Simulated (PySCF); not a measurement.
The same groups moved round the core (propene chloro+silyl). Isolated molecules, 0 K electronic values unless said otherwise. One relaxed conformer stands for each flexible species; it need not be the lowest. Strings in code marks are SMILES. Quantity: electronic energy of isomers of C3H7ClSi relative to `C/C(Cl)=C/[SiH3]`. Level 1: PBE-D3(BJ)/def2-TZVP // CAM-B3LYP-D3(BJ)/def2-TZVP (PySCF). Level 2: TPSSh-D3(BJ)/def2-TZVP // CAM-B3LYP-D3(BJ)/def2-TZVP (PySCF).

```
case                                      level 1 (kcal/mol)  level 2 (kcal/mol)
----------------------------------------  ------------------  ------------------
`C/C=C(/[SiH3])Cl`                                       1.2                 1.0
`C/C([SiH3])=C\Cl`                                       1.4                 1.5
`[SiH3]C/C=C\Cl` (Si–C–C–C torsion 96°)                  2.9                 3.3
`C/C([SiH3])=C/Cl`                                       3.3            withheld
`C/C=C(\[SiH3])Cl`                                       3.9                 3.7
`[SiH3]C/C=C/Cl` (Si–C–C–C torsion 109°)                 4.5                 4.9
```

Problem. Fit level 2 = a + b·x to the 5 complete rows by least squares, with x = level 1 in kcal/mol. Give a, b and the rms residual, and predict the withheld value.

Solution. Means of the 5 rows: x̄ = 2.78, ȳ = 2.88 kcal/mol. Σ(x − x̄)² = 8.628 and Σ(x − x̄)(y − ȳ) = 9.318, so b = 1.080 and a = ȳ − b·x̄ = -0.12 kcal/mol. The rms residual is 0.25 kcal/mol. At x = 3.3 the line gives 3.4 kcal/mol. The run for `C/C([SiH3])=C/Cl` gave 3.2 kcal/mol, so the line is off by 0.2 kcal/mol, within twice the rms residual.

Codes: PySCF.
